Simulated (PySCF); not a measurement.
## Working out the ionisation energy of Ta⁺

Ta⁺ [Xe] 4f14 5d3 6s1 (5F) → Ta²⁺ [Xe] 4f14 5d3 (4F). All numbers are calculated (PySCF 2.14, scalar relativity through the core potential, in cc-pVDZ-PP with ECP60MDF). Frozen: 5s2 5p6. Energies in hartree (1 hartree = 27.21139 eV):

| part | Ta⁺ (lower) | Ta²⁺ (upper) |
| --- | --- | --- |
| UHF | -56.528143 | -56.007626 |
| MP2 opposite-spin | 0.000000 | 0.000000 |
| MP2 same-spin | -0.020501 | -0.009545 |

Task: What does Hartree-Fock give?

Result: (-56.007626) − (-56.528143) = 0.520517 hartree = 14.164 eV.

Task: What do MP2 and SCS-MP2 (6/5 opposite-spin, 1/3 same-spin) give?

Result: The opposite-spin parts differ by 0.000 eV and the same-spin parts by 0.298 eV. MP2: 14.164 + (0.000) + (0.298) = 14.462 eV. SCS-MP2: 14.164 + 1.2 × (0.000) + (0.298)/3 = 14.263 eV.

Reference: 16.2 ± 0.5 eV (semi-empirical (NIST evaluation); NIST Atomic Spectra Database, ionization energies), between the lowest levels; spin-orbit coupling is absent from the calculation.

A double-zeta basis recovers only part of the correlation energy.

What remains against the reference includes basis incompleteness, the frozen core and correlation beyond second order.
